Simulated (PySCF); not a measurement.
**Working out the ionisation energy of Cu**

Cu [Ar] 3d10 4s1 (2S) → Cu⁺ [Ar] 3d10 (1S). All numbers are calculated (PySCF 2.14, scalar relativity by spin-free X2C-1e, in aug-cc-pVDZ-DK). Frozen: [Ar]. Energies in hartree (1 hartree = 27.21139 eV):

```tsv
part	Cu (lower)	Cu⁺ (upper)
UHF	-1653.148632	-1652.906512
MP2 opposite-spin	-0.288075	-0.265394
MP2 same-spin	-0.175361	-0.159758
```

Problem. What does Hartree-Fock give?

Solution. (-1652.906512) − (-1653.148632) = 0.242120 hartree = 6.588 eV.

Problem. What do MP2 and SCS-MP2 (6/5 opposite-spin, 1/3 same-spin) give?

Solution. The opposite-spin parts differ by 0.617 eV and the same-spin parts by 0.425 eV. MP2: 6.588 + (0.617) + (0.425) = 7.630 eV. SCS-MP2: 6.588 + 1.2 × (0.617) + (0.425)/3 = 7.470 eV.

Measured between the centres of the two terms (NIST): 7.726 eV, so MP2 (valence) is off by -0.096 eV.

A double-zeta basis recovers only part of the correlation energy.

What remains against the reference includes basis incompleteness, the frozen core and correlation beyond second order.
